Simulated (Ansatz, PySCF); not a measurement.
CrH4O5, SMILES [O]=[Cr]([OH])([OH])([OH])[OH], multiplicity 1. Atoms are numbered in the order given.

```xyz
10

Cr     0.1314     0.1158     0.0000
O      1.6819     0.0787     0.0000
O     -1.6925    -0.2826     0.0000
H     -1.8975    -1.2292     0.0000
O     -0.1242     1.0312    -1.4615
H     -1.0774     0.9496    -1.6507
O      0.1622    -1.7064     0.0000
H      1.0832    -2.0166     0.0000
O     -0.1242     1.0312     1.4615
H     -1.0774     0.9496     1.6507
```
Charge 0, spin multiplicity 1.

Coordinates come from a B3LYP-D3(BJ)/def2-SVP optimisation. The spin state was assumed, not searched. Other conformers were not sampled.

Two levels are set side by side: PBE-D3(BJ)/def2-SVP (Ansatz, a first-principles code) and B3LYP-D3(BJ)/def2-SVP (Ansatz). Each level has its own optimised geometry; the coordinates shown are those of the second. Frequencies come from the Hessian of PySCF at each geometry. Differences are taken from unrounded values.

```tsv
quantity	B3LYP-D3(BJ)	PBE-D3(BJ)	PBE-D3(BJ) minus B3LYP-D3(BJ)
mean bond length (Å)	1.402	1.416	0.014
bond Cr1–O2 (Å)	1.551	1.569	0.018
bond Cr1–O3 (Å)	1.867	1.882	0.015
bond Cr1–O5 (Å)	1.743	1.760	0.016
bond Cr1–O7 (Å)	1.823	1.840	0.018
bond Cr1–O9 (Å)	1.743	1.760	0.016
bond O3–H4 (Å)	0.969	0.978	0.010
bond O5–H6 (Å)	0.975	0.985	0.009
bond O7–H8 (Å)	0.972	0.982	0.010
bond O9–H10 (Å)	0.975	0.985	0.009
highest harmonic wavenumber (cm⁻¹)	3817	3692	-125
mean harmonic wavenumber (cm⁻¹)	1109	1068	-40
zero-point energy (kcal/mol)	38.05	36.66	-1.39
```

GGA bonds tend to be longer and softer than those of functionals with exact exchange. Differences between two approximate levels are no errors against the true value.
